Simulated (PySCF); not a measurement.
Computed properties of B(AsH2)2(F) (As₂BFH₄), SMILES B(F)([AsH2])[AsH2]

B(AsH2)2(F) (As2BFH4), SMILES [AsH2]B([AsH2])F. Geometry: B3LYP-D3(BJ)/def2-SVP. The structure was generated by enumeration, and PubChem lists no compound with its InChIKey, so it may never have been made. One conformer was computed; it need not be the lowest. All values are computed for the isolated molecule unless a solvent is named; none is compared with measurement here.

**Structure.** The optimised structure has C2 symmetry. All 18 harmonic modes at B3LYP-D3(BJ)/def2-SVP (PySCF) are real, so it is a minimum. With heavy atoms numbered as in [B:1]([AsH2:2])([AsH2:5])[F:8], the shortest bond between them is B1–F8 at 1.327 Å and the longest B1–As5 at 2.052 Å.

**Vibrations.** The strongest infrared lines (harmonic, unscaled, degenerate partners summed) lie at 1288 cm⁻¹ (199 km/mol, B 68 %, F 31 %), 828 cm⁻¹ (147 km/mol, B 75 %, H 20 %), 2188 cm⁻¹ (136 km/mol, H 99 %). The softest mode is at 114 cm⁻¹ and the zero-point energy is 23.9 kcal/mol.

**Electronic structure.** r2SCAN/def2-TZVP (PySCF) places the frontier levels at -6.36 and -2.05 eV, a gap of 4.31 eV, and gives a dipole moment of 0.41 D and a mean polarisability of 79.4 bohr³. PBE/def2-TZVP (PySCF) at the same geometry gives -6.10 and -2.29 eV, so its gap is 0.50 eV narrower. An orbital gap is neither the optical nor the fundamental gap.

**Excitations.** TDA-M06-2X/def2-SVPD (PySCF) has S1 at 4.45 eV (279 nm, f = 0.005, weak); the most intense of the 10 singlets computed lies at 7.08 eV (f = 0.58). T1 (TDA) is at 3.89 eV, 0.56 eV under S1. TDA-PBE/def2-SVPD (PySCF) puts S1 at 4.18 eV. No vertical singlet excitation falls in the visible range (under 3.1 eV).

**NMR.** GIAO shifts at PBE0/pcSseg-1 (PySCF) (non-relativistic, atoms alike by connectivity averaged): ¹H at 3.3 ppm against TMS; ¹⁹F at 62.7 ppm against CFCl3; ¹¹B at 78.7 ppm against BF3.
